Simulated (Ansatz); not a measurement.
Reaction (hydrogen abstraction from the Sn–H bond): `N#[C][SnH2][Cl]` + `[SiH3]`• → `N#[C][SnH][Cl]`• + SiH₄

Program: Ansatz. Geometries: PBE0-D4/def2-TZVP. ΔE: electronic, gas phase. CCSD(T)/CBS adds triple-zeta CCSD(T) − MP2 to the extrapolated MP2 energy (def2 sets, frozen cores). This one scheme is used for every species. DFT in def2-TZVPP. No spin–orbit coupling; open shells (•) take unrestricted orbitals. def2 core potentials past Kr. For Sn outer-core shells are correlated without core-valence functions, which leaves a few kJ/mol of doubt a bond.

`N#[C][SnH2][Cl]`:

```xyz
6

N    -0.191    2.341   -1.219
C    -0.102    1.343   -0.651
Sn    0.063   -0.456    0.431
Cl   -0.130   -2.132   -1.150
H    -1.254   -0.564    1.486
H     1.613   -0.532    1.103
```

`[SiH3]`•:

```xyz
4

Si   -0.065   -0.301    0.138
H     1.300   -0.359   -0.446
H    -0.146    0.716    1.218
H    -1.090   -0.056   -0.910
```

`N#[C][SnH][Cl]`•:

Cartesian coordinates in Å:
```
N 0.099 1.115 -2.193
C 0.177 0.534 -1.199
Sn 0.493 -0.584 0.576
Cl -0.173 0.852 2.277
H -0.596 -1.917 0.539
```

SiH₄:

```xyz
5

Si    0.000    0.000    0.000
H    -1.139   -0.946   -0.110
H    -0.365    1.110    0.915
H     0.319    0.549   -1.342
H     1.186   -0.714    0.537
```

| level | ΔE (kJ/mol) | difference from CCSD(T)/CBS |
| --- | --- | --- |
| BHLYP-D4 | -79.4 | -8.6 |
| PBE-QIDH | -70.2 | 0.6 |
| PBE0 | -74.0 | -3.2 |
| CCSD/def2-SVP | -69.0 | 1.8 |
| HF/def2-TZVPP | -68.5 | 2.3 |
| MP2/def2-TZVPP | -68.3 | 2.5 |
| CCSD(T)/def2-TZVPP | -70.0 | 0.8 |
| SCS-MP2/def2-QZVPP | -71.6 | -0.8 |
| HF/CBS(def2) | -68.7 | 2.1 |
| CCSD/CBS(def2) | -70.4 | 0.4 |
| CCSD(T)/CBS | -70.8 | 0 |

Largest T1 diagnostic among the species: 0.016.

From PBE to PBE0 (25 % exact exchange), in def2-TZVPP and without D4, ΔE moves by +6.2 kJ/mol. Leaving LDA and LC-ωPBE aside and taking each functional with its dispersion term where it has one, the values, not all of them listed here, spread over 20.7 kJ/mol, from BLYP-D4 to B97M-V.
